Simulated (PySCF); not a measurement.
## C₆ coefficients of unlike pairs at UHF

Calculated with PySCF 2.14 from the dipole response of each species, C₆(A,B) = (3/π) ∫ α_A(iu) α_B(iu) du, in atomic units, from isotropic polarisabilities. For ions this is the dispersion term alone; charge-induced terms of lower order in 1/R come first.

| species | configuration | basis | relativity | α (bohr³) | C₆ (like pair) |
| --- | --- | --- | --- | --- | --- |
| Tc+ | [Kr] 4d5 5s1 (7S) | x2c-TZVPPall with one added diffuse shell each of s, p, d, f type (9s7p7d3f1g) | spin-free X2C | 45.98 | 347.6 |
| Bi | [Xe] 4f14 5d10 6s2 6p3 (4S) | aug-cc-pVQZ-PP with one added diffuse shell each of s, p, d, f, g type with ECP60MDF (8s8p6d4f3g) | core potential | 50.18 | 604.9 |
| Mg+ | [Ne] 3s1 (2S) | x2c-TZVPPall with one added diffuse shell each of s, p, d type (6s5p4d) | spin-free X2C | 38.03 | 174.0 |
| Ru(3+) | [Kr] 4d5 (6S) | aug-cc-pVDZ-PP with ECP28MDF (5s5p4d2f) | core potential | 4.692 | 21.23 |

Question: Estimate C₆ for Mg+ with Bi.

Answer: The integral gives 303.7. The combination rule 2 C_A C_B / (C_A α_B/α_A + C_B α_A/α_B) gives 306.0 and the geometric mean 324.5.

No spin-orbit coupling is included, so Bi, close to jj coupling, stand for model states.

The other pairs:

```csv
pair,C₆
"Bi, Tc+",453.9
"Mg+, Tc+",238.9
"Ru(3+), Tc+",69.05
"Ru(3+), Bi",95.78
"Ru(3+), Mg+",39.27
```
